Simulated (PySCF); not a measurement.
Ga(Me)(NH2) (CH5GaN), SMILES [CH3][Ga][NH2], multiplicity 2.

Coordinates come from a PBE0-D3(BJ)/def2-SVP optimisation. The multiplicity is an assumed one; other spin states were not compared. The isomer is the one that the SMILES or the coordinates give; other isomers of the formula were not compared. One conformer was computed; it need not be the lowest.

The numbers are results of PySCF with PBE/def2-TZVPD, not measurements.

Gas-phase values at a fixed geometry.

Computed frontier levels, dipole moment and polarisability:
```
Item                                                                                                             Value
---------------------------------------------------------------------------------------------  -----------------------
α spin, highest occupied and lowest empty level                                                     -4.32 and -1.33 eV
β spin, highest occupied and lowest empty level                                                     -5.88 and -3.07 eV
dipole moment                                                                                                   0.73 D
quadrupole, principal values (traceless, Buckingham form, about the centre of nuclear charge)   -1.31, -0.87, 2.17 D·Å
mean static polarisability                                                                        65.2 bohr³ (9.66 Å³)
polarisability, principal values                                                                54.0, 62.6, 79.0 bohr³
⟨S²⟩                                                                                           0.752 (pure state 0.75)
```
